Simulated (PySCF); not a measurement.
ECD: `C=C[C@@H]1[C@@H](C)[Se][C@@H]1F`, C₆H₉FSe

Geometry:
| atom | x (Å) | y (Å) | z (Å) |
| --- | --- | --- | --- |
| C1 | 1.587 | -1.106 | 1.547 |
| C2 | 0.783 | -1.158 | 0.502 |
| C3 | 0.403 | 0.029 | -0.317 |
| C4 | -1.105 | 0.335 | -0.350 |
| C5 | -1.612 | 1.347 | 0.645 |
| Se6 | -1.016 | 0.915 | -2.278 |
| C7 | 0.627 | -0.113 | -1.830 |
| F8 | 0.524 | -1.396 | -2.269 |
| H9 | 2.035 | -0.181 | 1.875 |
| H10 | 1.831 | -1.983 | 2.121 |
| H11 | 0.344 | -2.095 | 0.186 |
| H12 | 0.946 | 0.915 | 0.024 |
| H13 | -1.698 | -0.583 | -0.322 |
| H14 | -1.055 | 2.279 | 0.564 |
| H15 | -2.666 | 1.557 | 0.474 |
| H16 | -1.491 | 0.955 | 1.654 |
| H17 | 1.557 | 0.294 | -2.236 |

Computed, not measured: PySCF 2.14.0, TDDFT B3LYP/def2-SVPD circular dichroism and optical rotation, one conformer, gas phase. Geometry: GFN2-xTB.

The molecule is flexible and this is one conformer; a measurement averages over conformers. The calculation is non-relativistic, which matters for the atoms heavier than Zn. States above about 6.3 eV (minus the energy of the highest occupied orbital) lie near or above the ionisation threshold and depend on the basis.

(1) What are the CIP labels of the stereocentres?

(2) List the lowest 16 singlet excitations with oscillator and rotatory strengths.

## Answers

(1) C3 R, C4 R, C7 S.

(2) Rotatory strengths R in 10⁻⁴⁰ esu² cm², velocity form and length form (origin at the centre of mass); f in length form.
| state | E (eV) | λ (nm) | f | R (velocity) | R (length) | main |
| --- | --- | --- | --- | --- | --- | --- |
| 1 | 3.81 | 325 | 0.0008 | +11.9 | +11.2 | HOMO→LUMO 0.97 |
| 2 | 5.45 | 227 | 0.006 | -3.0 | -3.0 | HOMO→LUMO+1 0.93 |
| 3 | 5.66 | 219 | 0.017 | -16.2 | -15.5 | HOMO→LUMO+2 0.93 |
| 4 | 5.71 | 217 | 0.048 | +37.5 | +37.4 | HOMO−2→LUMO 0.77, HOMO−1→LUMO 0.18 |
| 5 | 5.83 | 213 | 0.108 | +16.1 | +16.2 | HOMO−1→LUMO 0.73, HOMO−2→LUMO 0.20 |
| 6 | 5.96 | 208 | 0.028 | +5.6 | +6.8 | HOMO→LUMO+3 0.92 |
| 7 | 6.20 | 200 | 0.030 | -2.1 | 0.0 | HOMO→LUMO+4 0.91 |
| 8 | 6.45 | 192 | 0.027 | -1.3 | -1.1 | HOMO−3→LUMO 0.62, HOMO→LUMO+5 0.29 |
| 9 | 6.64 | 187 | 0.015 | -21.4 | -21.3 | HOMO→LUMO+5 0.43, HOMO−3→LUMO 0.23 |
| 10 | 6.77 | 183 | 0.031 | -11.3 | -11.0 | HOMO→LUMO+6 0.68, HOMO→LUMO+5 0.20 |
| 11 | 7.04 | 176 | 0.033 | -36.7 | -36.2 | HOMO−2→LUMO+1 0.78 |
| 12 | 7.14 | 174 | 0.040 | +4.2 | +4.0 | HOMO→LUMO+8 0.45, HOMO→LUMO+7 0.39 |
| 13 | 7.16 | 173 | 0.024 | +10.1 | +11.0 | HOMO−1→LUMO+3 0.76, HOMO−1→LUMO+2 0.16 |
| 14 | 7.23 | 172 | 0.124 | -38.5 | -39.2 | HOMO−1→LUMO+1 0.29, HOMO→LUMO+8 0.21 |
| 15 | 7.27 | 170 | 0.026 | +43.5 | +43.2 | HOMO→LUMO+7 0.34, HOMO→LUMO+8 0.23 |
| 16 | 7.40 | 168 | 0.096 | +30.1 | +29.9 | HOMO−1→LUMO+2 0.21, HOMO→LUMO+9 0.17 |

Among the states computed, the strongest CD band (largest |R|) is state 15. The largest dissymmetry factor in size, g = 4R/(D+G), with D and G the electric and magnetic dipole strengths, is +0.075 for state 1 (velocity form, f = 0.0009), among bands with |R| over 0.5. The mirror image has the same energies and oscillator strengths and all R with the opposite sign.
